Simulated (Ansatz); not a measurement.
Computed with Ansatz.

A structure relaxed at PBE0-D4/def2-TZVP, charge 0, multiplicity 1:

```xyz
10

C     0.458    0.458    1.764
C     0.133    0.140    0.522
Ge   -0.641    0.980   -1.075
Sn    0.113   -1.462   -0.922
H     0.304    1.460    2.165
H     0.895   -0.263    2.453
H    -2.124    1.378   -1.000
H     0.209    2.052   -1.776
H    -0.969   -2.745   -0.635
H     1.623   -1.999   -1.497
```

Question: Give its formula and SMILES.

Answer: C2H6GeSn, `C=[C]1[GeH2][SnH2]1`.

Question: Point group (tolerance 0.08 Å, 0.16 Å for H)?

Answer: Cs.

Question: Summarise the bond lengths by kind.

Answer: 1 × C–C 1.323 Å; 2 × C–H 1.089 to 1.090 Å; 1 × C–Ge 1.964 Å; 1 × C–Sn 2.157 Å; 1 × Ge–Sn 2.561 Å; 2 × Ge–H 1.537 Å; 2 × H–Sn 1.703 Å.
